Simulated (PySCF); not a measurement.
IrO₃, SMILES [O]=[Ir](=[O])=[O] (connectivity only; charge and spin as stated), neutral, multiplicity 2.

Geometry: B3LYP-D3(BJ)/def2-TZVP. The geometry has at least one imaginary mode, so it is a saddle point at that level. The spin state was assumed, not searched. The def2 effective core potentials stand for the cores of Ir; spin–orbit coupling is left out.

Calculation: ωB97X/def2-TZVPD (PySCF).

```yaml
total_energy: -329.99399 hartree
point_group: C2v
"α spin, highest occupied and lowest empty level": -11.06 and -3.01 eV
"β spin, highest occupied and lowest empty level": -12.06 and -2.82 eV
dipole_moment: 0.130 e·Å
quadrupole, principal values (traceless, Buckingham form, about the centre of nuclear charge): -3.05, -1.52, 4.57 D·Å
mean_static_polarisability: 47.1 bohr³ (6.97 Å³)
polarisability_principal_values: 31.8, 50.7, 58.7 bohr³
"⟨S²⟩": 0.814 (pure state 0.75)
```
